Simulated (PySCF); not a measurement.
`F[SiH2][C@@H]1C[C@H](O[SiH3])O1`, C₃H₉FO₂Si₂

Molfile (atoms numbered from 1):
```
C3H9FO2Si2
     RDKit          3D

 17 17  0  0  0  0  0  0  0  0999 V2000
   -3.4332   -1.0005    0.2663 F   0  0  0  0  0  0  0  0  0  0  0  0
   -1.8468   -1.1079    0.5514 Si  0  0  0  0  0  4  0  0  0  0  0  0
   -1.1736    0.6527    0.2858 C   0  0  2  0  0  0  0  0  0  0  0  0
   -0.5676    1.0312   -1.0740 C   0  0  0  0  0  0  0  0  0  0  0  0
    0.7277    1.2407   -0.2809 C   0  0  2  0  0  0  0  0  0  0  0  0
    1.7844    0.4580   -0.6478 O   0  0  0  0  0  0  0  0  0  0  0  0
    2.3056   -0.8324    0.2076 Si  0  0  0  0  0  4  0  0  0  0  0  0
    0.1157    0.8337    0.9300 O   0  0  0  0  0  0  0  0  0  0  0  0
   -1.7081   -1.5212    1.9357 H   0  0  0  0  0  0  0  0  0  0  0  0
   -1.3650   -2.0437   -0.4527 H   0  0  0  0  0  0  0  0  0  0  0  0
   -1.8648    1.4180    0.6601 H   0  0  0  0  0  0  0  0  0  0  0  0
   -0.9763    1.9150   -1.5554 H   0  0  0  0  0  0  0  0  0  0  0  0
   -0.4899    0.2165   -1.7898 H   0  0  0  0  0  0  0  0  0  0  0  0
    1.0751    2.2844   -0.2188 H   0  0  0  0  0  0  0  0  0  0  0  0
    3.4085   -1.1902   -0.6734 H   0  0  0  0  0  0  0  0  0  0  0  0
    1.2845   -1.8841    0.2884 H   0  0  0  0  0  0  0  0  0  0  0  0
    2.7168   -0.4584    1.5576 H   0  0  0  0  0  0  0  0  0  0  0  0
  1  2  1  0
  2  3  1  0
  3  4  1  0
  4  5  1  0
  5  6  1  0
  6  7  1  0
  5  8  1  0
  8  3  1  0
  2  9  1  0
  2 10  1  0
  3 11  1  1
  4 12  1  0
  4 13  1  0
  5 14  1  1
  7 15  1  0
  7 16  1  0
  7 17  1  0
M  END
```

Computed, not measured: TDDFT BHandHLYP/def2-SVPD circular dichroism and optical rotation, one conformer, gas phase (PySCF 2.14.0). Geometry: GFN2-xTB.

The molecule is flexible and this is one conformer; a measurement averages over conformers.

Problem. Draw the ECD and absorption spectra from the lowest 12 states, each a Gaussian of half-width 0.3 eV at 1/e height.

Solution. 
```tsv
E (eV)	λ (nm)	Δε (L mol⁻¹ cm⁻¹)	ε (L mol⁻¹ cm⁻¹)
6.21	200	+0.10	43.1
6.31	196	+0.28	117
6.41	193	+0.61	255
6.51	190	+1.06	445
6.61	188	+1.48	621
6.71	185	+1.65	694
6.81	182	+1.48	621
6.91	179	+1.04	446
7.01	177	+0.51	259
7.11	174	-0.08	132
7.21	172	-0.91	91.2
7.31	170	-2.15	142
7.41	167	-3.48	295
7.51	165	-3.62	555
7.61	163	-0.58	897
7.71	161	+7.02	1260
7.81	159	+18.38	1600
7.91	157	+30.32	1890
8.01	155	+39.00	2170
8.11	153	+42.79	2490
8.21	151	+43.83	2920
8.31	149	+46.45	3530
8.41	147	+52.36	4400
8.51	146	+56.40	5470
8.61	144	+48.84	6490
8.71	142	+25.11	7010
```
Δε uses R in velocity form, ε uses f in length form. Only the states computed contribute, so the short-wavelength end is incomplete.
